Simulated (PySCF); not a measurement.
Identify the unknown among the candidates.

All candidates are C5H13NSi2.

| technique | computed result |
| --- | --- |
| NMR, other nuclei | isotropic shieldings of nuclei other than C and H, by class: 250 (1 N), 396 (2 Si) ppm [GIAO PBE0/pcSseg-1] |
| Dipole | 0.50 D [PBE0/pcSseg-1] |
| Rotational structure | rotational constants A, B, C: 2.494, 0.754, 0.628 GHz [GFN2-xTB] |
| 1H NMR | chemical shifts (computed TMS as zero) by class: 7.12 (1 H), 6.41 (1 H), 5.92 (1 H), 5.61 (1 H), 5.55 (1 H), 4.70 (6 H), 3.72 (2 H) ppm [GIAO PBE0/pcSseg-1] |
| 13C NMR | chemical shifts (computed TMS as zero) by class: 139.1 (1 C), 138.3 (1 C), 136.2 (1 C), 126.1 (1 C), 50.8 (1 C) ppm [GIAO PBE0/pcSseg-1] |

The electronic properties come from PySCF, for the isolated species, density fitting. Levels stand in brackets. Isolated species at its GFN2-xTB geometry (one conformer only). NMR values are class means; diastereotopic atoms form classes of their own.

Problem. Which candidate is it?
A. `C=C/C=C\CN([SiH3])[SiH3]`
B. `CC#C[Si@H](CC)N[SiH3]`
C. `C=CN1[C@@H](C)C[Si@@H]1[SiH3]`
D. `C=CCN1[SiH2]CC[SiH2]1`
E. `CCC1=C[C@H]1N([SiH3])[SiH3]`

Solution. A. It is `C=C/C=C\CN([SiH3])[SiH3]`. Numbering: `[CH2:1]=[CH:2]/[CH:3]=[CH:4]\[CH2:5][N:6]([SiH3:7])[SiH3:8]`. Its formula, C5H13NSi2, gives 2 degrees of unsaturation: 0 rings and 2 π bonds in the structure found. 5 carbons fall into 5 classes; from least to most shielded: alkene CH carbon [C2] (139.1 ppm), alkene CH carbon [C3] (138.3 ppm), alkene CH carbon [C4] (136.2 ppm), terminal =CH2 carbon [C1] (126.1 ppm), sp3 carbon bound to nitrogen [C5] (50.8 ppm). Hydrogen classes from least to most shielded: 1 H on an alkene CH carbon, C2 (7.12 ppm), 1 H on an alkene CH carbon, C3 (6.41 ppm), 1 H on an alkene CH carbon, C4 (5.92 ppm), 1 H on a terminal =CH2 carbon, C1 (5.61 ppm), 1 H on a terminal =CH2 carbon, C1 (5.55 ppm), 6 H on 2 SiH3 silicons, Si7/Si8 (4.70 ppm), 2 H on an sp3 carbon bound to nitrogen, C5 (3.72 ppm). The other shieldings belong to: 250 ppm, nitrogen bridging silicon atoms [N6]; 396 ppm, SiH3 silicon [Si7/Si8]. The optimised geometry has point group C1 and is an asymmetric top.

The others, at the same levels:
- `C=CCN1[SiH2]CC[SiH2]1` fails: it has 4 carbon classes against 5; its computed 13C shifts are 145.9 (1 C), 120.5 (1 C), 52.3 (1 C), 8.1 (2 C) ppm, 1H shifts are 6.29 (1 H), 5.35 (1 H), 5.34 (1 H), 4.89 (4 H), 3.65 (2 H), 1.20 (4 H) ppm and smallest rotational constant is 0.793 GHz (against 0.628 GHz).
- `CCC1=C[C@H]1N([SiH3])[SiH3]` fails: its computed 13C shifts are 154.3 (1 C), 121.9 (1 C), 39.9 (1 C), 23.9 (1 C), 12.8 (1 C) ppm, 1H shifts are 7.62 (1 H), 4.56 (6 H), 3.10 (1 H), 2.97 (1 H), 2.69 (1 H), 1.39 (3 H) ppm and rotational constant A is 2.274 GHz (against 2.494 GHz).
- `C=CN1[C@@H](C)C[Si@@H]1[SiH3]` fails: its computed 13C shifts are 144.6 (1 C), 86.8 (1 C), 61.3 (1 C), 27.1 (1 C), 17.7 (1 C) ppm, 1H shifts are 6.16 (1 H), 6.14 (1 H), 4.03 (1 H), 3.95 (1 H), 3.69 (1 H), 3.50 (3 H), 1.80 (1 H), 1.26 (3 H), 1.11 (1 H) ppm and rotational constant A is 1.905 GHz (against 2.494 GHz).
- `CC#C[Si@H](CC)N[SiH3]` fails: its computed 13C shifts are 112.1 (1 C), 87.3 (1 C), 11.8 (1 C), 9.4 (1 C), 5.8 (1 C) ppm, 1H shifts are 4.81 (1 H), 4.75 (3 H), 2.10 (3 H), 1.17 (3 H), 0.86 (1 H), 0.69 (1 H), -0.29 (1 H) ppm and rotational constant A is 1.266 GHz (against 2.494 GHz).

Each candidate is one conformer, not necessarily the lowest. Dipoles, sizes and rotational constants follow the conformer. The torsions of the flexible species, by atom-mapped SMILES:
- `[CH2:1]=[CH:2]/[CH:3]=[CH:4]\[CH2:5][N:6]([SiH3:7])[SiH3:8]`: C1–C2–C3–C4 179°, C3–C4–C5–N6 104°, C4–C5–N6–Si7 79°
- `[CH3:1][CH2:2][C:3]1=[CH:4][C@H:5]1[N:6]([SiH3:7])[SiH3:8]`: C1–C2–C3–C4 -8°, C4–C5–N6–Si7 18°
- `[CH2:1]=[CH:2][N:3]1[C@@H:4]([CH3:5])[CH2:6][Si@@H:7]1[SiH3:8]`: C1–C2–N3–C4 -177°
- `[CH3:1][C:2]#[C:3][Si@H:4]([CH2:5][CH3:6])[NH:7][SiH3:8]`: C3–Si4–C5–C6 56°, C3–Si4–N7–Si8 -62°

The conformers of `C=CCN1[SiH2]CC[SiH2]1` aren't listed.
